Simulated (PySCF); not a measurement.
**Tc (technetium, neutral) across methods**

[Kr] 4d6 5s1, high-spin 6D determinant (an excited configuration). All numbers are calculated (PySCF 2.14, a scalar-relativistic core potential, in aug-cc-pVTZ-PP with one added diffuse shell each of s, p, d, f, g type with ECP28MDF (7s7p6d4f3g, 113 functions)).

| method | E (hartree) | mean ε 4d α (eV) | mean ε 5s α (eV) | mean ε 4d β (eV) | Σ⟨r²⟩ (bohr²) | ⟨S²⟩ |
| --- | --- | --- | --- | --- | --- | --- |
| LDA | -80.2534 | -5.453 | -4.957 | -2.964 | 50.82 | 8.752 |
| LC-wPBE | -80.4401 | -9.309 | -7.126 | -6.748 | 50.00 | 8.752 |
| r2SCAN | -80.4672 | -5.616 | -4.996 | -2.807 | 50.09 | 8.754 |
| TPSSh | -80.4045 | -5.821 | -4.900 | -3.417 | 50.44 | 8.752 |
| B3LYP | -80.4571 | -6.365 | -5.147 | -4.028 | 50.67 | 8.754 |
| PBE | -80.4455 | -5.314 | -4.730 | -2.913 | 50.78 | 8.752 |
| UHF | -79.82126 | -10.563 | -6.484 | -6.815 | 50.84 | 8.755 |
| PBE0 | -80.4253 | -6.724 | -5.292 | -4.068 | 50.33 | 8.752 |

Energies and moments cover only the electrons outside the core potential.
